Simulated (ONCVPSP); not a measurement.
**Before and after: ONCV potential for Co**

```json
{
  "Element": "cobalt (Co)",
  "Generator": "ONCVPSP 4.0.1",
  "Type": "optimised norm-conserving Vanderbilt (ONCV)",
  "Functional": "LDA (Perdew-Zunger)",
  "Relativity": "scalar-relativistic",
  "Frozen core": "[Ar]",
  "Valence charge": "9",
  "Reference configuration": "3d7.5 4s1.5",
  "Partial waves": "4s: rc 1.95 bohr, ncon 4, nbas 7, qcut 3.3 1/bohr, 1 projector; p scattering state at 0.23 Ha: rc 1.70 bohr, ncon 5, nbas 9, qcut 3.9 1/bohr, 1 projector; 3d: rc 1.40 bohr, ncon 4, nbas 8, qcut 8.7 1/bohr, 1 projector; f scattering state at 0.38 Ha: rc 1.75 bohr, ncon 4, nbas 7, qcut 7 1/bohr, 3 projectors, debl 2.1 Ha",
  "Local potential": "polynomial inside 0.90 bohr (lpopt 4, dvloc0 0 Ha)",
  "Core correction": "Teter function, fcfact 2.75, rcfact 1.55"
}
```

All-electron outer shells of the reference configuration (LDA (Perdew-Zunger), scalar-relativistic, ld1.x):

```json
{"shell": "3p", "level (eV)": "-63.00", "outermost node (bohr)": "0.28", "outermost maximum (bohr)": "0.68"}
{"shell": "3d", "level (eV)": "-6.30", "outermost node (bohr)": "–", "outermost maximum (bohr)": "0.67"}
{"shell": "4s", "level (eV)": "-5.12", "outermost node (bohr)": "0.97", "outermost maximum (bohr)": "2.35"}
```

Change: local potential polynomial inside 1.05 bohr (lpopt 3, dvloc0 0 Ha).

Cutoffs: the cutoffs (Ha) at which the residual kinetic energy of the hardest occupied pseudo-wave falls to 1 and 0.1 mHa per electron; they do not see the model core or the augmentation charge, which bear on the density cutoff. Errors are all-electron minus pseudo energies relative to the spin-unpolarised reference configuration.

Problem. What does the change do?

Solution. The potential gets neither clearly harder nor softer (50 Ha and 119 Ha → 50 Ha and 119 Ha); both files keep a bound ghost (s); the lowest positive-energy flag moves from p at 8.5 eV to p at 18.9 eV; the errors of the 4 common tests hardly move.

```csv
quantity,base,changed
"cutoff, loose",50 Ha,50 Ha
"cutoff, tight",119 Ha,119 Ha
bound ghosts,s,s
GHOST(+) flags under 300 eV,p at 8.5 eV,p at 18.9 eV
"error for 3d7 4s2, meV [ΔE 0.98 eV]",-29,-30
"error for 3d7 4s1, meV [ΔE 10.28 eV]",-12,-13
"error for 3d7 4s0, meV [ΔE 27.36 eV]",-1.0,-1.2
"error for 3d7 4s1.5, meV [ΔE 4.70 eV]",-20,-22
s: phases at 1.98 bohr within 0.05 rad from the reference energy up to (Ha; the scan ends near 5),1.9,2.4
p: phases at 1.73 bohr within 0.05 rad from the reference energy up to (Ha; the scan ends near 5),0.3,0.4
d: phases at 1.42 bohr within 0.05 rad from the reference energy up to (Ha; the scan ends near 5),1.4,1.4
f: phases at 1.78 bohr within 0.05 rad from the reference energy up to (Ha; the scan ends near 5),to the end of the scan,to the end of the scan
"rms error of d²Exc/dni dnj with the model core, mHa",3.41,3.41
```

 A true bound ghost makes a file unfit for plane-wave use even where its test errors are small: the radial tests pick states by their node count and pass the ghost by.
